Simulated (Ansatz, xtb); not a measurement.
## Ranking isomers of C2H8GeO3

6 gas-phase structures of C2H8GeO3, from a drawn sample of its isomers (lower ones may exist). Each was relaxed with GFN2-xTB; where two conformers were screened, the lower at r2SCAN-D4/def2-SVP is listed:

A. `C[O][GeH]([OH])[O]C`, a singlet
B. `C[C@H](O)[O][GeH2][OH]`, a singlet
C. `CC(O)(O)[O][GeH3]`, a singlet
D. `CC[O][GeH]([OH])[OH]`, a singlet
E. `C[O][Ge]([CH3])([OH])[OH]`, a singlet
F. `C[CH2][Ge]([OH])([OH])[OH]`, a singlet

Which do you expect lowest at r2SCAN-D4/def2-SVP, and how would the others follow?

Calculated order at r2SCAN-D4/def2-SVP: F (0.0), E (7.5), D (14.7), A (29.4), B (29.6), C (38.8) kcal/mol. Less than 1 kcal/mol parts A and B, so the order within that pair means little.

Energies above the lowest of each column, in kcal/mol; the last columns are at PBE0-D4/def2-SVP geometries and were run for some of them only (a dash: not run or not comparable):

```json
{"structure": "F", "GFN2-xTB": "0.0", "HF/STO-3G": "2.5", "r2SCAN-D4/def2-SVP": "0.0", "PBE0-D4/def2-SVP": "0.0", "CCSD(T)/def2-SVP + ΔMP2/def2-TZVPP": "0.0"}
{"structure": "E", "GFN2-xTB": "9.3", "HF/STO-3G": "0.0", "r2SCAN-D4/def2-SVP": "7.5", "PBE0-D4/def2-SVP": "9.4", "CCSD(T)/def2-SVP + ΔMP2/def2-TZVPP": "11.2"}
{"structure": "D", "GFN2-xTB": "2.7", "HF/STO-3G": "6.8", "r2SCAN-D4/def2-SVP": "14.7", "PBE0-D4/def2-SVP": "–", "CCSD(T)/def2-SVP + ΔMP2/def2-TZVPP": "–"}
{"structure": "A", "GFN2-xTB": "16.3", "HF/STO-3G": "9.9", "r2SCAN-D4/def2-SVP": "29.4", "PBE0-D4/def2-SVP": "–", "CCSD(T)/def2-SVP + ΔMP2/def2-TZVPP": "–"}
{"structure": "B", "GFN2-xTB": "11.8", "HF/STO-3G": "15.1", "r2SCAN-D4/def2-SVP": "29.6", "PBE0-D4/def2-SVP": "–", "CCSD(T)/def2-SVP + ΔMP2/def2-TZVPP": "–"}
{"structure": "C", "GFN2-xTB": "18.9", "HF/STO-3G": "15.4", "r2SCAN-D4/def2-SVP": "38.8", "PBE0-D4/def2-SVP": "–", "CCSD(T)/def2-SVP + ΔMP2/def2-TZVPP": "–"}
```

CCSD(T)/def2-SVP + ΔMP2/def2-TZVPP puts F lowest of those it was run on; HF/STO-3G picks E. Flexible structures stand in one conformer each, not always the lowest. Frequencies (GFN2-xTB) were run for E, F alone. ΔMP2 is the change of the MP2 energy from the smaller to the larger basis.

Over these structures GFN2-xTB departs from r2SCAN-D4/def2-SVP by 7.4 kcal/mol on average once a common shift is removed. A GFN2-xTB relaxation took about 0.25 s and the r2SCAN-D4/def2-SVP energy about 3.6 s on a shared host (Ansatz 0.2.0, xtb 6.7.1).
